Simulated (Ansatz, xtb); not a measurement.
## Relative energy of two isomers of C4H7GeNSi

Structure X is `N#[C][Ge@@H]1[CH2]C=C[SiH2]1`, a singlet and structure Y is `N#CC1=C[CH2][GeH2][SiH2]1`, a singlet. Both are isolated molecules in the gas phase, relaxed with r2SCAN-D4/def2-SVP; the shapes shown needn't be the lowest conformers.

X (Å):

```tsv
atom	x (Å)	y (Å)	z (Å)
C	-0.8080	-0.2226	-0.7141
C	-0.4954	-2.3567	1.5899
C	-0.0405	-1.8919	2.9480
C	0.9151	-0.9673	3.1873
Ge	0.4729	-1.3447	0.1879
N	-1.5892	0.4723	-1.2297
Si	1.7912	-0.1400	1.7476
H	1.0964	-2.2318	-0.8927
H	-0.3153	-3.4406	1.4727
H	-1.5854	-2.2219	1.4769
H	-0.5466	-2.3678	3.8024
H	1.1491	-0.7260	4.2322
H	3.2520	-0.4505	1.6898
H	1.6103	1.3409	1.7036
```

Y (Å):

```xyz
14

C     0.5113   -0.2109   -0.9422
C     0.4225   -0.7373    0.3777
C     0.1009   -2.0437    0.5877
C    -0.0203   -2.6933    1.9308
Ge    0.3677   -1.3982    3.3924
N     0.5991    0.2756   -2.0004
Si    0.7534    0.3831    1.8803
H    -0.0878   -2.6825   -0.2882
H     0.6610   -3.5618    1.9860
H    -1.0340   -3.1185    2.0464
H     1.5797   -1.8571    4.2138
H    -0.8455   -1.2477    4.3194
H     2.1401    0.9330    1.8394
H    -0.2191    1.5144    1.9249
```

Quicker runs give these differences E(Y) − E(X): GFN2-xTB −10.4 kcal/mol; HF/STO-3G +9.7 kcal/mol (at GFN2-xTB geometries); r2SCAN-D4/def2-SVP//GFN2-xTB +1.1 kcal/mol.

Q: Which of the two would you expect CCSD(T)/def2-SVP + ΔMP2/def2-TZVPP electronic energies to favour?

A: Structure X; the calculation gives E(Y) − E(X) = +6.7 kcal/mol.

How the difference moves with the method:

```
                             level            geometry  E(Y) − E(X) (kcal/mol)  departure from the last row (kcal/mol)  job, with rough time for the two
                          GFN2-xTB            GFN2-xTB                     −10.4                                   −17.1               optimisation, 0.2 s
                         HF/STO-3G            GFN2-xTB                      +9.7                                    +3.0              single point, 0.62 s
      r2SCAN-D4/def2-SVP//GFN2-xTB            GFN2-xTB                      +1.1                                    −5.5                 single point, 5 s
                r2SCAN-D4/def2-SVP  r2SCAN-D4/def2-SVP                      +1.0                                    −5.7                optimisation, 57 s
                       HF/def2-SVP  r2SCAN-D4/def2-SVP                      +4.5                                    −2.2           part of the CCSD(T) run
                      MP2/def2-SVP  r2SCAN-D4/def2-SVP                      +2.4                                    −4.3           part of the CCSD(T) run
                  CCSD(T)/def2-SVP  r2SCAN-D4/def2-SVP                      +2.7                                    −4.0                      single point
CCSD(T)/def2-SVP + ΔMP2/def2-TZVPP  r2SCAN-D4/def2-SVP                      +6.7                                                     single point, 1.8 min
```

As drawn, Y has 1 C–C, 1 Ge–H in place of 1 C–Ge, 1 C–H.

GFN2-xTB puts the two in the other order. The largest departure from CCSD(T)/def2-SVP + ΔMP2/def2-TZVPP is that of GFN2-xTB, 17.1 kcal/mol. The last row adds to CCSD(T) the change of the MP2 difference between the two basis sets, here +4.0 kcal/mol, a large step that makes the value less sure.

With thermal terms from frequencies at re-optimised GFN2-xTB minima (ideal gas, soft modes damped towards free rotors, one conformer each, 298.15 K, 1 atm): the zero-point term adds −1.3 kcal/mol; ΔH is +5.2 and ΔG +5.6 kcal/mol.

The correlated steps freeze 19 core orbitals; the filled d shell of Ge is correlated, in a basis made for valence electrons. Mirror images aren't counted in ΔG. Codes used: Ansatz 0.2.0, xtb 6.7.1; the last row on 4 threads of Arm Neoverse V1 on a shared host.
